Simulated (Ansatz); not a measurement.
The inner images of a band of C$_{2}$H$_{4}$BrN (8 atoms, charge 0, multiplicity 1) are given out of order.

These are results of RKS B3LYP-D4/def2-SVPD (Ansatz), not measurements.

First end point:

```xyz
8
Properties=species:S:1:pos:R:3
C 0.223 1.193 -0.187
C -0.237 -0.063 -0.235
N 0.310 -1.187 0.350
Br -1.789 -0.479 -1.289
H -0.231 1.992 -0.766
H 1.090 1.429 0.433
H -0.327 -1.925 0.622
H 1.054 -1.017 1.016
```

Last end point:

```xyz
8
Properties=species:S:1:pos:R:3
C 0.224 1.194 -0.188
C -0.237 -0.062 -0.235
N 0.307 -1.186 0.353
Br -1.785 -0.482 -1.294
H 1.088 1.430 0.435
H -0.228 1.991 -0.770
H -0.328 -1.924 0.624
H 1.052 -1.017 1.019
```

Q: Put them in order from the first end to the last, with their energies above the first end.
A.
```xyz
8
Properties=species:S:1:pos:R:3
C 0.299 1.184 -0.264
C -0.200 -0.058 -0.238
N 0.275 -1.136 0.482
Br -1.739 -0.500 -1.314
H -0.197 1.989 -0.797
H 1.233 1.403 0.256
H -0.236 -2.004 0.422
H 0.657 -0.937 1.397
```
B.
```xyz
8
Properties=species:S:1:pos:R:3
C 0.366 1.186 -0.273
C -0.164 -0.049 -0.216
N 0.141 -1.081 0.615
Br -1.535 -0.663 -1.529
H -0.215 2.042 -0.603
H 1.424 1.355 -0.069
H -0.314 -1.965 0.444
H 0.388 -0.881 1.576
```
C.
```xyz
8
Properties=species:S:1:pos:R:3
C 0.568 1.104 -0.299
C -0.003 -0.114 -0.253
N -0.579 -0.766 0.789
Br -0.219 -1.247 -1.898
H 0.155 1.946 0.258
H 1.399 1.314 -0.965
H -1.028 -1.649 0.593
H -0.202 -0.644 1.720
```
D.
```xyz
8
Properties=species:S:1:pos:R:3
C 0.566 1.165 -0.224
C -0.004 -0.045 -0.158
N -0.380 -0.860 0.794
Br -0.623 -1.243 -1.989
H -0.007 2.055 0.045
H 1.470 1.314 -0.811
H -0.875 -1.710 0.541
H -0.054 -0.733 1.746
```
E.
```xyz
8
Properties=species:S:1:pos:R:3
C 0.536 1.226 -0.175
C 0.000 0.012 -0.075
N -0.213 -0.926 0.774
Br -1.043 -1.193 -1.973
H -0.119 2.099 -0.189
H 1.532 1.323 -0.615
H -0.686 -1.775 0.453
H 0.084 -0.823 1.744
```
F.
```xyz
8
Properties=species:S:1:pos:R:3
C 0.592 1.061 -0.319
C 0.004 -0.141 -0.288
N -0.744 -0.680 0.738
Br 0.133 -1.318 -1.817
H 0.384 1.787 0.468
H 1.275 1.344 -1.113
H -1.142 -1.596 0.595
H -0.409 -0.514 1.679
```
G.
```xyz
8
Properties=species:S:1:pos:R:3
C 0.448 1.213 -0.211
C -0.077 -0.018 -0.147
N -0.051 -1.004 0.718
Br -1.328 -0.927 -1.788
H -0.181 2.077 -0.414
H 1.524 1.335 -0.352
H -0.482 -1.886 0.461
H 0.238 -0.848 1.677
```

A: A (+2.9 kJ/mol), B (+42.3 kJ/mol), G (+121.3 kJ/mol), E (+148.8 kJ/mol), D (+124.1 kJ/mol), C (+49.4 kJ/mol), F (+4.3 kJ/mol).

Time of the run: 9.5 min on 2 threads of Arm Neoverse N1 (shared host), peak memory 0.4 GiB.
